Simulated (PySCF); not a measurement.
J couplings in [C₂H₃GeO₄]-

Bonds (- single, = double, # triple, : aromatic): O1=C2 1.223 Å, C2-O3 1.221 Å, C2-Ge4 2.137 Å, Ge4-C5 2.006 Å, C5=O6 1.211 Å, C5-O7 1.357 Å. Ge4 carries H8, H9; O7 carries H10. Formal charges: O3 -1.

Total charge -1.

Couplings: B3LYP/pcJ-1 (pcSseg-1 on Ge) (without the spin–dipole term) in PySCF 2.14.0 with density-fitted response routines, geometry PBE0-D3(BJ)/def2-SVP; gas phase, one conformer, non-relativistic. Couplings are averaged over pairs made equivalent by symmetry, fast rotation or ring inversion, so a value needn't be that of the named pair in this geometry, while other rotamers aren't included; one pair stands for each set, and the list holds those of at least 1.5 Hz over up to four bonds, among pairs with at least one C or H atom (others weren't computed).

Isotopes: 17O, 1H, 13C. Couplings to quadrupolar nuclei such as 17O and 33S are rarely resolved in practice.

```
   pair  bonds  J (Hz)
 O1, C2      1       ?
 C5, O6      1    38.0
 C5, O7      1    51.6
O7, H10      1   -58.7
 C2, C5      2     2.9
 C2, H8      2       ?
 C5, H8      2     5.3
C5, H10      2    -6.8
 H8, H9      2    14.6
 O1, H8      3       ?
 O7, H8      3    -3.0
```

Problem. Estimate the withheld couplings, with signs.

Solution. 
- 1J(O1,C2) = 34.2 Hz (bond length 1.223 Å)
- 2J(C2,H8) = 5.9 Hz (angle at Ge4 120°)
- 3J(O1,H8) = -2.4 Hz (mean over equivalent pairs that range from -5.5 to 0.6 Hz in this conformer)

Relativistic effects of the heavier atoms present are left out.
